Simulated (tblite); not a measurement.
Species: CH₈O₄S₂Si₂.
Atom-mapped SMILES: `[O:1]=[S:2](=[O:3])([OH:4])[CH2:5][Si@@H:6]([OH:7])[SiH2:8][SH:9]` (hydrogens: H10 on O4; H11, H12 on C5; H13 on Si6; H14 on O7; H15, H16 on Si8; H17 on S9)

Computed geometry: GFN2-xTB, gas phase.

Question: List the bond lengths, angles and torsions at this level.

Answer: 
```json
{"bond": "O1=S2", "length (bohr)": "2.724"}
{"bond": "S2=O3", "length (bohr)": "2.700"}
{"bond": "S2–O4", "length (bohr)": "3.047"}
{"bond": "S2–C5", "length (bohr)": "3.288"}
{"bond": "C5–Si6", "length (bohr)": "3.593"}
{"bond": "Si6–O7", "length (bohr)": "3.083"}
{"bond": "Si6–Si8", "length (bohr)": "4.388"}
{"bond": "Si8–S9", "length (bohr)": "4.165"}
{"bond": "O4–H10", "length (bohr)": "1.813"}
{"bond": "C5–H11", "length (bohr)": "2.041"}
{"bond": "C5–H12", "length (bohr)": "2.040"}
{"bond": "Si6–H13", "length (bohr)": "2.788"}
{"bond": "O7–H14", "length (bohr)": "1.802"}
{"bond": "Si8–H15", "length (bohr)": "2.763"}
{"bond": "Si8–H16", "length (bohr)": "2.759"}
{"bond": "S9–H17", "length (bohr)": "2.499"}
```

A selection of angles:
```json
{"angle": "O1–S2–O3", "degrees": "115.7"}
{"angle": "O1–S2–O4", "degrees": "107.9"}
{"angle": "O1–S2–C5", "degrees": "109.4"}
{"angle": "O3–S2–O4", "degrees": "108.4"}
{"angle": "O3–S2–C5", "degrees": "111.5"}
{"angle": "O4–S2–C5", "degrees": "103.1"}
{"angle": "S2–O4–H10", "degrees": "112.7"}
{"angle": "S2–C5–Si6", "degrees": "97.2"}
{"angle": "S2–C5–H11", "degrees": "107.6"}
{"angle": "S2–C5–H12", "degrees": "108.2"}
{"angle": "Si6–C5–H11", "degrees": "115.5"}
{"angle": "Si6–C5–H12", "degrees": "115.7"}
{"angle": "H11–C5–H12", "degrees": "111.2"}
{"angle": "C5–Si6–O7", "degrees": "99.0"}
{"angle": "C5–Si6–Si8", "degrees": "109.3"}
{"angle": "C5–Si6–H13", "degrees": "105.0"}
{"angle": "O7–Si6–Si8", "degrees": "115.5"}
{"angle": "O7–Si6–H13", "degrees": "108.6"}
{"angle": "Si8–Si6–H13", "degrees": "117.3"}
{"angle": "Si6–O7–H14", "degrees": "123.2"}
{"angle": "Si6–Si8–S9", "degrees": "105.1"}
{"angle": "Si6–Si8–H15", "degrees": "118.4"}
{"angle": "Si6–Si8–H16", "degrees": "116.7"}
{"angle": "S9–Si8–H15", "degrees": "96.4"}
{"angle": "S9–Si8–H16", "degrees": "101.0"}
{"angle": "H15–Si8–H16", "degrees": "114.5"}
{"angle": "Si8–S9–H17", "degrees": "98.3"}
```

Torsions: O1–S2–C5–Si6 66° (synclinal); S2–C5–Si6–O7 -161° (antiperiplanar); C5–Si6–Si8–S9 -164° (antiperiplanar); H10–O4–S2–O1 -82° (synclinal); H14–O7–Si6–C5 173° (antiperiplanar); H17–S9–Si8–Si6 -71° (synclinal).

Si8 and O1 aren't drawn bonded (4 bonds apart) but lie 2.48 Å from each other; Cordero's covalent radii sum to 1.77 Å. O7 (silanol oxygen) is bent (angle 123.2°). Si8 (SiH2 silicon) has angles from 96.4° to 118.4°. Of the pairs four or more bonds apart, those above aside, O1···H15 is among the closest relative to their van der Waals radii: 2.60 Å, 95 % of the sum of Bondi's values. S2 (sulfonyl sulfur) is distorted tetrahedral (angles from 103.1° to 115.7°). The O–S distances run from 1.429 Å (S2=O3, drawn double) to 1.612 Å (S2–O4, drawn single), a spread of 0.183 Å. O4 (hydroxyl oxygen) is bent (angle 112.7°).

Point group: C1 (no symmetry element, even within 0.4 Å). Its GFN2-xTB frequencies are all real (lowest 26 cm⁻¹). The numbers are those of one conformer (O1–S2–O4–H -82°, O1–S2–C5–Si6 66°, S2–C5–Si6–O7 -161°, C5–Si6–O7–H 173°, C5–Si6–Si8–S9 -164°).
